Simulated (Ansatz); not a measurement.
(HgO)n off (charge -1): PBE-D4/def2-TZVPD single points in Ansatz on relaxed structures, gas phase. Each cluster is the lowest isomer that a short search found in that spin, judged at the geometry's level, and lower ones may exist. Core potentials for Hg, no spin–orbit coupling. HOMO and LUMO are taken over both spins. The spins of the ions were chosen, not always searched. A dash marks a value that wasn't run or was left out as unsound. The structures are stationary points that may keep the symmetry of their start. Remarks come from the PBE and PBE0 runs and from stability tests at other levels; not every state was tested. A HOMO above zero means that the electron is unbound at that level and held by the basis, or that self-interaction error raises the level; the energy of removing that electron tells which.

```tsv
species	atoms	state	geometry	HOMO (eV)	vertical IE (eV)	lowest of the spins relaxed	point group (within 0.1 Å)	remarks
HgO2⁻	3	doublet; oxidised ion triplet	PBE-D4/def2-TZVPD	0.14	3.06	doublet, of doublet/quartet	D∞h	HOMO above zero at PBE or PBE0, HOMO above zero (quartet)
Hg2O2⁻ (with an O–O bond)	4	doublet; oxidised ion triplet	r2SCAN-D4/def2-TZVPD	1.11	1.95	–	–	HOMO above zero at PBE or PBE0, HOMO above zero (quartet)
Hg2O3⁻ (with an O–O bond)	5	doublet	PBE0-D4/def2-SVPD	-0.70	–	–	–	–
```
